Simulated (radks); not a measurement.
The numbers below are computed, except where a source is named.
Task: The mean radii <r> (bohr) of the occupied orbitals of an atom or ion are listed with their occupations. Level of theory: Dirac Kohn-Sham, PBE, spin-unpolarised, spherical densities, point nucleus (a radial shooting solver on a logarithmic mesh with Libxc functionals).

orbital  occ.      <r>
1s1/2       2  0.01658
2s1/2       2  0.06869
2p1/2       2  0.05647
2p3/2       4  0.06493
3s1/2       2   0.1695
3p1/2       2   0.1591
3p3/2       4   0.1722
3d3/2     0.4   0.1475
3d5/2     0.6   0.1515

Name the element and its charge. Open shells, if any, are shared by 2j + 1.

Result: Z = 80, mercury, charge +61: Hg61+ in [Ar] 3d1. The 1s radius gives Z: for a bare nucleus <r> = (2 gamma + 1)/(2Z) with gamma = sqrt(1 - (Z/c)^2), 0.0164 bohr for Z = 80, and screening makes it slightly larger (0.01658 here). The occupations add up to 19, and the charge is Z minus that.
